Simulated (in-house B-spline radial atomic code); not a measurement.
Configurations of Yb II (Yb+), with energies counted from [Xe] 4f14 6s1. Method: Dirac-Hartree-Fock, average of configuration, Fermi nucleus of rms radius 5.3108 fm. Calculated with an all-electron radial atomic-structure program (B-spline basis). Energies include first-order Breit, QED and recoil terms.

Occupations are held fixed; configurations that lie above the ionisation limit could autoionise.

| configuration | E - E(ref) (eV) | highest orbital | its <r> (bohr) |
| --- | --- | --- | --- |
| [Xe] 4f14 6f1 | 9.0899 | 6f7/2 | 15.72 |
| [Xe] 4f14 6g1 | 9.757 | 6g7/2 | 22 |
| [Xe] 4f14 10d1 | 10.328 | 10d5/2 | 42 |
| [Xe] 4f14 10f1 | 10.596 | 10f7/2 | 57.7 |
| [Xe] 4f13 6s1 10p1 | 11.276 | 10p3/2 | 32.3 |
| [Xe] 4f13 6s1 8g1 | 11.682 | 8g7/2 | 42.94 |
| [Kr] 4d10 4f14 5s2 5p5 6s1 6g1 | 37.529 | 6g7/2 | 21.96 |
| [Kr] 4d10 4f14 5s2 5p5 6s1 7g1 | 37.93 | 7g7/2 | 31.7 |
| [Kr] 4d10 4f14 5s2 5p5 6s1 9f1 | 38.181 | 9f7/2 | 44.38 |
| [Kr] 4d9 4f14 5s2 5p6 6s1 9f1 | 200.36 | 9f7/2 | 44.36 |
| [Kr] 4d9 4f14 5s2 5p6 6s1 10f1 | 200.54 | 10f7/2 | 57.03 |

**Question.** Order these further configurations by energy, lowest first.
A. [Kr] 4d10 4f14 5s2 5p5 6s1 7f1
B. [Xe] 4f14 5d1
C. [Xe] 4f13 6s1 8d1
D. [Xe] 4f14 8g1
E. [Xe] 4f13 6s1 7d1

**Answer.** B (2.9377 eV), E (9.7883 eV), D (10.418 eV), C (10.71 eV), A (37.508 eV).

**Question.** How far above the reference does [Kr] 4d9 4f14 5s2 5p6 6s1 8p1 lie?

**Answer.** 198.61 eV; its least bound orbital is 8p3/2 with <r> = 15.44 bohr.

**Question.** How far above the reference does [Kr] 4d10 4f14 5s2 5p5 6s1 10f1 lie?

**Answer.** 38.363 eV; its least bound orbital is 10f7/2 with <r> = 57.05 bohr.

**Question.** How far above the reference does [Xe] 4f14 5g1 lie?

**Answer.** 9.0919 eV; its least bound orbital is 5g7/2 with <r> = 13.75 bohr.

**Question.** One of these lies 38.5 eV from the reference. Which?
A. [Kr] 4d10 4f14 5s2 5p5 6s2
B. [Kr] 4d9 4f14 5s2 5p6 6s1 10g1
C. [Xe] 4f13 6s1 8p1
D. [Kr] 4d10 4f14 5s2 5p5 6s1 10g1

**Answer.** D.
